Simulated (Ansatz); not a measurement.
C2H5N, SMILES `C=CN` (charge 0, multiplicity 1).

All values below come from r2SCAN0/cc-pVTZ // B3LYP-D3(BJ)/def2-TZVP run with Ansatz (a quantum-chemistry and plane-wave program).

Ansatz 0.2 input:
```yaml
crystal:
  periodic: [false, false, false]
  atoms:
    - { symbol: C, position_ang: [-1.072479, -0.182393, 0.503903] }
    - { symbol: C, position_ang: [-0.136093, 0.270634, -0.330627] }
    - { symbol: N, position_ang: [1.23804, 0.167809, -0.167019] }
    - { symbol: H, position_ang: [-0.82289, -0.743261, 1.396701] }
    - { symbol: H, position_ang: [-2.115824, 0.018049, 0.314591] }
    - { symbol: H, position_ang: [-0.423109, 0.832202, -1.213434] }
    - { symbol: H, position_ang: [1.781941, 0.148414, -1.014227] }
    - { symbol: H, position_ang: [1.550411, -0.511454, 0.510111] }
basis:
  gaussian: { orbitals: cc-pVTZ }
hamiltonian:
  xc: r2scan0
```

Output:

```
Functional definition: r2SCAN0
824 factors; their error is unknown
mean field evaluation 1: about -3637.5040 eV, gradient 5.4e1 eV
mean field evaluation 2: about -3637.3958 eV, gradient 5.3e1 eV
mean field evaluation 4: about -3643.5898 eV, gradient 2.5e0 eV
mean field evaluation 8: about -3643.6052 eV, gradient 4.8e-2 eV
mean field evaluation 16: about -3643.6007 eV, gradient 2.0e-5 eV
mean field -3643.60071491 eV, -133.8998565515 hartree, gradient 2.0e-5 eV, S^2 0.000000; 0 other end points of the search recorded, 0 dependent functions left out
reference -3643.60072215 eV, -133.8998568176 hartree; 12, 12 occupied and 148, 148 virtual orbitals, 824 factors
Total energy: -3643.60072215 eV, -133.8998568176 hartree
```
